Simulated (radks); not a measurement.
Removal energies from the tantalum ion Ta4+, [Xe] 4f14 5d1, by Delta-SCF beside the eigenvalue of the level emptied. All-electron calculation, scalar-relativistic Kohn-Sham, LDA (Slater exchange, Perdew-Wang correlation), spin-polarised, spherical densities, finite nucleus; Fermi nuclear charge, rms radius of each element as measured or else 0.836 A^(1/3) + 0.57 fm. Program: a radial shooting solver on a logarithmic mesh with Libxc functionals. Open shells are filled with parallel spins first.

| removed from | final configuration | Delta-SCF (eV) | -eigenvalue (eV) |
|---|---|---|---|
| 5d | [Xe] 4f14 | 48.075 | 41.856 |
| 4f | [Xe] 4f13 5d1 | 79.367 | 67.287 |
| 5p | [Kr] 4d10 4f14 5s2 5p5 5d1 | 88.519 | 80.602 |
| 5s | [Kr] 4d10 4f14 5s1 5p6 5d1 | 123.72 | 114.95 |
